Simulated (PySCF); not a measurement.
A species of formula C3H11PSi2 has this rotational fingerprint, computed with PySCF, PBE0-D3(BJ)/def2-SVP geometry optimisation, gas phase:

| Item | Value |
| --- | --- |
| Rotational constants | A = 2266, B = 1144, C = 863.5 MHz |
| Dipole components | \|μa\| = 0.18 D, \|μb\| = 0.25 D, \|μc\| = 0.96 D |
| Inertial defect | -79.58 u·Å² |
| κ | -0.60 |

Task: Which candidate fits, each taken in the one conformer that was computed?
A. `[CH3:1][SiH2:2]/[CH:3]=[CH:4]/[SiH2:5][PH2:6]` with C1–Si2–C3–C4 121°, C3–C4–Si5–P6 9°, C4–Si5–P6–H 177° and 83°
B. `[CH3:1][SiH2:2]/[CH:3]=[CH:4]\[SiH2:5][PH2:6]` with C1–Si2–C3–C4 -106°, C3–C4–Si5–P6 61°, C4–Si5–P6–H 165° and 71°
C. `[CH3:1][Si@H:2]1[CH2:3][Si@@H:4]([PH2:5])[CH2:6]1` with C3–Si4–P5–H 180° and -85°, C1–Si2–C3–Si4 102°, Si2–C3–Si4–P5 -97°, C3–Si4–C6–Si2 -14°, C1–Si2–C6–Si4 -102°
D. `[CH2:1]=[C:2]([CH3:3])[SiH2:4][PH:5][SiH3:6]` with C1–C2–Si4–P5 118°, C2–Si4–P5–Si6 -58°
E. `[CH3:1][Si:2]1([PH2:3])[CH2:4][SiH2:5][CH2:6]1` with C1–Si2–P3–H 171° and 77°
F. `[CH2:1]=[C:2]([CH3:3])[SiH2:4][SiH2:5][PH2:6]` with C1–C2–Si4–Si5 106°, C2–Si4–Si5–P6 3°, Si4–Si5–P6–H -158° and -63°

Result: B. It is C[SiH2]/C=C\[SiH2]P, an asymmetric top, point group C1. The candidates at the same level (rigid rotor, commonest isotopes):

```tsv
SMILES	A (MHz)	B (MHz)	C (MHz)	μa (D)	μb (D)	μc (D)	Δ (u·Å²)	point group	rotor
C=C(C)[SiH2]P[SiH3]	2263	1219	1041	0.74	0.50	0.40	-152.28	C1	asymmetric top
C=C(C)[SiH2][SiH2]P	2172	1180	915.9	0.32	0.16	0.53	-109.01	C1	asymmetric top
C[SiH2]/C=C/[SiH2]P	3426	664.7	589.1	0.25	0.17	1.06	-49.99	C1	near-prolate asymmetric top
C[Si@H]1C[Si@@H](P)C1	2662	1278	1107	0.14	0.42	0.01	-128.80	–	asymmetric top
C[Si]1(P)C[SiH2]C1	2635	1232	1071	0.39	0.82	0.58	-130.28	–	asymmetric top
C[SiH2]/C=C\[SiH2]P	2266	1144	863.5	0.18	0.25	0.96	-79.58	C1	asymmetric top
```

`C=C(C)[SiH2]P[SiH3]` has C 21 % too high; `C=C(C)[SiH2][SiH2]P` has C 6 % too high; `C[Si@H]1C[Si@@H](P)C1` has C 28 % too high; `C[Si]1(P)C[SiH2]C1` has C 24 % too high; `C[SiH2]/C=C/[SiH2]P` has A 51 % too high. No structure here is proved a minimum.
